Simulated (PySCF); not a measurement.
Cr(SH)2 (quintet state).
Structure used (PBE0-D3(BJ)/def2-SVP), in Å, numbered top down from 1:
```
atom  x, y, z in Å
Cr1    0.0398   -0.0817   -0.0122
S2    -0.1008    0.0267    2.2508
H3     1.1501    0.5224    2.4084
S4     0.1220   -0.0486   -2.2792
H5    -1.1363   -0.5292   -2.4299
```

Computed with PBE0-D3(BJ)/def2-SVP geometry optimisation, gas phase in PySCF.

(1) Which atoms are bound to Cr1, and at what distances?

(2) What is the shape at Cr1?

(3) What are the other bond lengths?

## Answers

(1) 2 atoms: S4 2.269 Å, S2 2.270 Å. The nearest atom not counted as bound is H5, at 2.73 Å (others tie with it).

(2) Almost linear: angle 176.1°.

(3) S2–H3, S4–H5 1.355 Å.

Point group: near C2h, missed by 0.09 Å at most; the miss may be what the optimiser left on a soft mode (C2 holds within 0.08 Å). Charge 0, quintet. ⟨S²⟩ = 6.182 (exact for a quintet: 6.00). No PBE0-D3(BJ)/def2-SVP frequencies stand behind this structure, so it isn't proved a minimum.

Time: 28 s of wall time; peak memory 0.34 GiB. Hardware: an Arm Neoverse V2 with one thread (shared host). These figures are those of the optimisation.
